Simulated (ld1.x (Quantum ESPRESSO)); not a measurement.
argon, TM: configuration errors across variants

argon, norm-conserving Troullier–Martins (Kleinman–Bylander form), made with ld1.x (Quantum ESPRESSO) 7.5 (revPBE, non-relativistic). Core [He], reference 2s2 2p6 3s2 3p6. Waves: 2s (bound): rc 0.60 bohr; 2p (bound): rc 0.65 bohr. Local part: all-electron potential smoothed inside 0.50 bohr (lloc = -1). Core correction: none.

Occupied shells without a wave of their own: 3p, 3s. They enter only through the test configuration that unscreens the potential.

All-electron excitation energies from the reference (eV): (1) 2s2 2p6 3s2 3p5 16.040; (2) 2s2 2p6 3s2 3p4 44.685; (3) 2s2 2p6 3s2 3p3 87.251; (4) 2s2 2p6 3s2 3p2 144.854; (5) 2s2 2p6 3s1 3p6 30.421; (6) 2s1 2p6 3s2 3p6 312.434; (7) 2s2 2p6 3s2 3p5.5 6.537.

For the base: The 3p, 3s levels have no wave, so the channel is fitted at the deeper level alone: the likely source of the large errors.

The file “base” misses its own reference levels by 0.4 eV. The file “wave 2s (bound): rc 0.60 bohr becomes 2s (bound): rc 0.38 bohr” misses its own reference levels by 0.4 eV. The file “wave 2s (bound): rc 0.60 bohr becomes 2s (bound): rc 0.44 bohr” misses its own reference levels by 0.4 eV. The file “wave 2s (bound): rc 0.60 bohr becomes 2s (bound): rc 0.50 bohr” misses its own reference levels by 0.4 eV. The file “wave 2s (bound): rc 0.60 bohr becomes 2s (bound): rc 0.54 bohr” misses its own reference levels by 0.4 eV. The file “wave 2s (bound): rc 0.60 bohr becomes 2s (bound): rc 0.64 bohr” misses its own reference levels by 0.5 eV. The file “wave 2s (bound): rc 0.60 bohr becomes 2s (bound): rc 0.68 bohr” misses its own reference levels by 0.6 eV. The file “wave 2s (bound): rc 0.60 bohr becomes 2s (bound): rc 0.74 bohr” misses its own reference levels by 0.8 eV. The file “wave 2s (bound): rc 0.60 bohr becomes 2s (bound): rc 0.78 bohr” misses its own reference levels by 0.9 eV. The file “wave 2s (bound): rc 0.60 bohr becomes 2s (bound): rc 0.84 bohr” misses its own reference levels by 0.9 eV.

Errors AE − PS in meV (a dash: test not solved or not reliable):

| change | (1) | (2) | (3) | (4) | (5) | (6) | (7) | bound ghosts |
| --- | --- | --- | --- | --- | --- | --- | --- | --- |
| base | +518 | +1248 | +2202 | +3404 | -389 | -486 | +233 | none |
| wave 2s (bound): rc 0.60 bohr becomes 2s (bound): rc 0.38 bohr | +520 | +1254 | +2214 | +3421 | +28 | -343 | +233 | not determined |
| wave 2s (bound): rc 0.60 bohr becomes 2s (bound): rc 0.44 bohr | +520 | +1253 | +2212 | +3419 | -33 | -357 | +233 | none |
| wave 2s (bound): rc 0.60 bohr becomes 2s (bound): rc 0.50 bohr | +519 | +1251 | +2209 | +3414 | -136 | -390 | +233 | none |
| wave 2s (bound): rc 0.60 bohr becomes 2s (bound): rc 0.54 bohr | +519 | +1250 | +2206 | +3410 | -229 | -424 | +233 | none |
| wave 2s (bound): rc 0.60 bohr becomes 2s (bound): rc 0.64 bohr | +518 | +1246 | +2197 | +3396 | -534 | -541 | +233 | none |
| wave 2s (bound): rc 0.60 bohr becomes 2s (bound): rc 0.68 bohr | +517 | +1244 | +2193 | +3391 | -640 | -581 | +233 | none |
| wave 2s (bound): rc 0.60 bohr becomes 2s (bound): rc 0.74 bohr | +517 | +1241 | +2186 | +3380 | -837 | -651 | +233 | none |
| wave 2s (bound): rc 0.60 bohr becomes 2s (bound): rc 0.78 bohr | +516 | +1240 | +2184 | +3376 | -888 | -668 | +233 | none |
| wave 2s (bound): rc 0.60 bohr becomes 2s (bound): rc 0.84 bohr | +516 | +1238 | +2180 | +3370 | -942 | -685 | +232 | none |

(1) Give the same row for: wave 2s (bound): rc 0.60 bohr becomes 2s (bound): rc 0.90 bohr.

Results:

(1) +516, +1238, +2180, +3370, -981, -697, +232; bound ghosts: none.
